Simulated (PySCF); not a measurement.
Input file for PySCF: R-B3LYP/6-31G* on GaH4P (SMILES [PH2][GaH2]), a point of a torsion scan.

```python
from pyscf import gto, scf, dft, mp
from pyscf.data.elements import chemcore

mol = gto.M(
    atom='''
    P    -1.42979545   -0.24611459   -0.62167145
    Ga    0.89236602   -0.26507488   -0.41052650
    H    -1.47352099    0.99905186    0.02539783
    H    -1.53847101   -0.92171891    0.60394063
    H     1.94910276   -0.32838731   -1.60141857
    H     1.69414876   -0.21683451    0.97400565
    ''',
    basis='6-31g*',
    cart=True,
    charge=0, spin=0, verbose=3, max_memory=1800)
mf = dft.RKS(mol, xc='b3lyp')
mf.conv_tol = 1e-8
mf.max_cycle = 100
mf.kernel()
if not mf.converged:
    mf = mf.newton().run(mf.mo_coeff, mf.mo_occ)
```

Q: Give the final energy of this run.

A: -2268.3645 hartree.
